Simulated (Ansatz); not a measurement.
Process, species as SMILES: [MoH6] (MoH6) → [MoH5] (MoH5) + H atom (the H-Mo bond at the site shown breaks; other sites are not compared here)
Each molecule is optimised on its own at B3LYP-D3(BJ)/def2-TZVP (Ansatz, a first-principles code). Frequencies are from Ansatz. High T1 diagnostic, so coupled cluster is less sure: [MoH6] (MoH6). [MoH5] (MoH5): The spin state was set by rule; other spins were not relaxed.

Wanted: bond dissociation energy (enthalpy at 298 K, with B3LYP-D3(BJ) rigid-rotor harmonic-oscillator terms), in kJ/mol. Valence correlation only, unless marked. Open shells are spin-unrestricted. Spin-orbit coupling is left out. Frozen are the shells of the preceding noble gas and the d and f shells that filled before the atom's block. In def2 rows, elements after Kr have scalar-relativistic effective core potentials. CBS(X,Y): correlation extrapolated as X^-3; Hartree-Fock from the larger set. The bracket is a focal-point correction in the basis named.

| level | program | bond dissociation energy (kJ/mol) | minus last row |
|---|---|---|---|
| PBE0-D3(BJ)/def2-TZVP | Ansatz + dftd3 | 247.3 | -13.5 |
| PBE0/def2-QZVPP | Ansatz | 247.0 | -13.8 |
| BHLYP/def2-TZVPD | Ansatz | 221.5 | -39.3 |
| r2SCANh-D4/def2-TZVPD | Ansatz + dftd4 | 249.4 | -11.4 |
| SCS-MP2/def2-TZVPPD | Ansatz | 276.3 | 15.5 |
| CCSD/def2-TZVPP | Ansatz | 240.3 | -20.5 |
| RI-MP2/CBS(def2-TZVPPD,def2-QZVPPD)+[CCSD(T)-MP2]/def2-TZVPPD | Ansatz | 260.8 | 0.0 |
